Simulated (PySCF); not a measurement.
Excitations are Tamm–Dancoff values on a coarser integration grid. The basis has no diffuse functions, so Rydberg states are missing or too high.

C3H6Si, SMILES `C=C[SiH]=C` (C–C–Si–C torsion 15°) (charge 0, multiplicity 1)

Method: PBE0-D3(BJ)/def2-TZVP run with PySCF.

```json
{
 "HOMO": "-6.20 eV",
 "dipole_moment": "1.57 D",
 "LUMO": "-1.63 eV",
 "HOMO–LUMO gap": "4.57 eV",
 "S1 excitation (TDA)": "4.39 eV",
 "S1 oscillator strength": "0.229",
 "brightest of the four lowest singlets (TDA)": "4.39 eV",
 "T1 excitation (TDA)": "2.27 eV",
 "S1–T1 gap (TDA)": "2.12 eV",
 "total_energy": "-407.1284 Ha",
 "cost": "very roughly 90 core-seconds"
}
```

```xyz
10

C     -1.5847    -0.4012    -0.7435
C     -1.0362    -0.4670     0.4691
Si     0.6427     0.1728     0.8788
C      1.8362     0.5947    -0.2571
H     -2.5740    -0.7995    -0.9478
H     -1.0679     0.0549    -1.5824
H     -1.6127    -0.9234     1.2718
H      0.8952     0.2903     2.3321
H      1.7043     0.4952    -1.3282
H      2.7972     0.9832     0.0596
```
